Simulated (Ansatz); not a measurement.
H2O2Si, SMILES `O[Si]O` (lower singlet; H–O–Si–O torsion 0°, O–Si–O–H torsion 0°) (charge 0, multiplicity 1). This singlet lies 2.76 eV below the relaxed triplet at the level frozen-core CCSD(T)/cc-pVTZ // PBE0-D3(BJ)/def2-TZVP (Ansatz, a first-principles code).

The numbers are results of PBE/cc-pVTZ // PBE0-D3(BJ)/def2-TZVP (Ansatz), not measurements.

Ansatz 0.2 input:
```yaml
crystal:
  periodic: [false, false, false]
  atoms:
    - { symbol: O, position_ang: [1.314814, -0.207625, -0.220251] }
    - { symbol: Si, position_ang: [-0.020889, -1.176267, -0.292435] }
    - { symbol: O, position_ang: [-1.321337, -0.161128, -0.215693] }
    - { symbol: H, position_ang: [1.279443, 0.75018, -0.148316] }
    - { symbol: H, position_ang: [-1.252036, 0.794837, -0.143975] }
basis:
  gaussian: { orbitals: cc-pVTZ }
hamiltonian:
  xc: pbe
```

Output:

```
Functional definition: PBE
729 factors; their error is unknown
mean field evaluation 1: about -11988.1874 eV, gradient 8.5e1 eV
mean field evaluation 2: about -11937.3631 eV, gradient 1.8e2 eV
mean field evaluation 4: about -11999.3631 eV, gradient 7.0e0 eV
mean field evaluation 8: about -11999.5022 eV, gradient 2.3e-2 eV
mean field -11999.46953562 eV, -440.9723719015 hartree, gradient 8.4e-5 eV, S^2 0.000000; 0 other end points of the search recorded, 0 dependent functions left out
reference -11999.46956553 eV, -440.9723730006 hartree; 16, 16 occupied and 106, 106 virtual orbitals, 729 factors
Total energy: -11999.46956553 eV, -440.9723730006 hartree
```
